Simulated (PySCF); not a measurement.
# Reading the logs of faulty runs: CGe2H6

These are calculations, not measurements. The program is PySCF 2.14.0, an open-source quantum chemistry code, run on an isolated molecule that a program drew, which may never have been made. The molecule is CGe2H6 (charge 0, singlet), drawn as the SMILES string `[GeH2]=[CH][GeH3]`.

Each row is a Hartree-Fock (HF) and frozen-core CCSD(T) single point in the cc-pVDZ basis, meant for a local HF minimum. Run 1 is clean. Each other run has one planted mistake out of seven kinds, and not every kind appears here: one electron removed, one electron added, multiplicity raised by two, geometry at a saddle point, minimal basis STO-3G, one bond length entered in bohr, all coordinates scaled. The reference is restricted for singlets and unrestricted otherwise, and also for a bond in bohr. Adding or removing an electron swaps singlet and doublet. Electrons count all cores. HOMO and LUMO are orbital energies over both spins, the gradient is its largest component, and the lowest frequency (negative if imaginary) is given only where the gradient is small. Bond lengths are over the 8 bonds as drawn. T1 is the CCSD diagnostic: over 0.02 (restricted) or 0.045 (unrestricted) a single reference is doubtful. Germanium has the cc-pVDZ-PP basis, with a core potential (ECP10MDF) in place of its 10 inner electrons, and its 3s, 3p and 3d shells are frozen in CCSD(T).

Geometry of the clean run:
```xyz
9
CGe2H6, angstrom
Ge    0.8294    0.1752   -0.7485
C     0.6614    1.3709    0.5386
Ge    0.3346    0.9762    2.4048
H     0.7301   -1.3210   -0.5031
H     1.0860    0.5399   -2.2028
H     0.7502    2.4146    0.2506
H     0.2437   -0.5438    2.5938
H     1.4654    1.5182    3.2919
H    -0.9783    1.6136    2.8838
```

```
run  electrons  basis functions  <S^2>  HOMO (eV)  LUMO (eV)  gradient (hartree/bohr)  lowest frequency (cm^-1)  mean bond (Å)  longest bond (Å)      T1  HF (hartree)  CCSD(T) (hartree)                     mistake
  1         76               90  0.000      -8.46       1.81                  3.4e-05                       137         1.5542             1.935  0.0137    -628.03854         -628.43940                    no fault
  2         76               90  2.028      -6.19       0.42                  9.0e-02                         -         1.5542             1.935  0.0125    -627.97877         -628.33913  multiplicity raised by two
  3         76               90  0.000      -8.02       1.38                  5.3e-02                         -         1.6925             2.107  0.0166    -627.98386         -628.40374                           ?
  4         76               90  1.155      -8.10       1.53                  1.8e-02                         -         1.7248             2.900  0.0695    -627.93668         -628.32295                           ?
```

**Which mistake was planted in run 3, and what did it cost?**

The mean and the longest bond both change by the same factor, 1.089, and the gradient is no longer small. So the mistake is: all coordinates scaled. Subtracting run 1 and multiplying by 627.51 kcal/mol a hartree, the energy moved by 34.3 kcal/mol in HF and 22.4 kcal/mol in CCSD(T).

**Which mistake was planted in run 4, and what did it cost?**

The mean bond changes by a factor of 1.110 and the longest by 1.499, so the molecule wasn't scaled as a whole. A length L in bohr read as angstrom grows by (1/0.5292 - 1) L = 0.890 L. The 8 bonds together grew by 8 x 0.1706 = 1.365 Å, which gives L = 1.534 Å. That is the length of one of the Ge-H bonds, 1.534 Å in the clean geometry. So the mistake is: one bond length entered in bohr. Subtracting run 1 and multiplying by 627.51 kcal/mol a hartree, the energy moved by 63.9 kcal/mol in HF and 73.1 kcal/mol in CCSD(T).

Cautions from the logs. Run 4: T1 is over the limit, so its CCSD(T) energy is less reliable.
